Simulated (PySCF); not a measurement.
## Unknown compound

The spectra below were simulated for a compound C$_{5}$H$_{15}$N$_{2}$PSi.

1H NMR (400 MHz, computed): δ 4.00 (m, 3H), 2.74 (m, 6H), 1.44 (m, 1H), 1.41 (m, 3H), 1.01 (br s, 1H), 0.59 (m, 1H).

13C{1H} NMR (computed): δ 42.3 (CH3), 27.1 (CH), 25.6 (CH), 16.9 (CH3).

In vacuum, one computed conformer, equivalent nuclei averaged, non-relativistic Hamiltonian. Shielding tensors at PBE0/pcSseg-1 (GIAO); GFN2-xTB geometry; PySCF 2.14.

Chemical shifts δ = σref − σ; 1H (31.72 ppm), 13C (186.93 ppm) against TMS, all at this level.

**Question.** What is the structure?

**Answer.** 
4 carbon signals for 5 carbons: some carbons are equivalent by symmetry or fast rotation. Carbon types of the structure: 2 × CH, 3 × CH3, leaving 4 H on heteroatoms. δC 42.3: methyl carbon bonded to N; deshielded by the electronegative neighbour. δC 27.1, 25.6: three-membered-ring carbon; carbons of three-membered rings are unusually shielded. δC 16.9: methyl carbon; saturated and bonded to C and H only. δH 4.00: hydrogen on a silicon bonded to C. δH 2.74: hydrogen on a methyl carbon bonded to N; its carbon carries N, hence the downfield position. δH 1.44, 0.59: hydrogen on a three-membered-ring carbon; cyclopropane-type protons are shielded by the ring. δH 1.01: hydrogen on a nitrogen bonded to P; exchangeable; this is the value without hydrogen bonding to other molecules.

Structure: `C[C@@H]1[C@@H]([SiH3])[P@]1(=N)N(C)C`.

This is the structure that produced the data.

OH and NH positions are those of a molecule without intermolecular hydrogen bonds; in solution they move with solvent, concentration and temperature, and exchange usually removes their couplings. Splittings by 31P in the carbon and heteronuclear signals aren't shown, as no couplings were computed. Shifts are as computed. Against solution values, carbons near 30 ppm lie about +3 ppm off and those near 130 ppm about +5 ppm. Of 1211 compounds with measured shifts, 218 miss one by over three times the rms of a fit or turn the order of signals round; such compounds aren't used in these exercises. No couplings were computed; multiplicities are counted from neighbouring protons, with m where these are inequivalent, close in shift, in a saturated or five-membered ring or joined by F or P, and br s for small geminal =CH2 splittings.
